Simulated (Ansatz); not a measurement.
Molecule: CH5Al, charge 0, multiplicity 1. 
Coordinates optimised at B3LYP-D3(BJ)/def2-TZVP (Ansatz, a program for electronic structure):
```
C
H 1 1.0914
H 1 1.0944 2 108.12
H 1 1.0955 2 107.65 3 -114.18
Al 1 1.9548 2 113.32 4 -122.23
H 5 1.5842 1 121.39 2 6.16
H 5 1.5845 6 118.84 1 -179.58
```

Basis-set convergence of Hartree-Fock and CCSD correlation energies (hartree) with Ansatz. Cores are frozen in the correlated levels unless marked. No spin-orbit coupling. No relativistic terms.

```csv
basis,functions,E(HF),"E(corr, CCSD)"
aug-cc-pV(D+d)Z,100,-282.68734,-0.26758
aug-cc-pV(T+d)Z,216,-282.70892,-0.30720
aug-cc-pV(Q+d)Z,399,-282.71371,-0.31791
```

Extrapolating the two largest sets (X = 3 and 4) as X^-3: E(corr) = (64·(-0.31791) - 27·(-0.30720))/37 = -0.3257 Eh, an estimate of the basis-set limit. The largest set recovers 97.6 % of it, the smallest 82.1 %.
